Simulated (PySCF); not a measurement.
A structure optimised at PBE-D3(BJ)/def2-SVP, used in a PySCF frequency run:

```
C
H 1 1.1138
H 1 1.1138 2 104.58
C 1 1.5229 2 111.41 3 -120.47
H 4 1.1075 1 111.27 2 58.19
H 4 1.1078 5 108.50 1 -122.26
H 4 1.1078 5 108.50 6 -115.48
C 1 1.5300 2 107.89 3 114.68
O 8 1.2418 1 121.50 2 123.77
C 8 1.4492 9 120.73 1 180.00
H 10 1.1006 8 118.26 9 0.00
H 10 1.1017 11 119.48 8 180.00
```
Charge 0, spin multiplicity 2.

Question: Write its SMILES, formula and point group.

Answer: [CH2]C(=O)CC, C₄H₇O, Cs

Question: What are its rotational constants (standard atomic weights)?

Answer: 9.8531, 3.7710, 2.8234 GHz
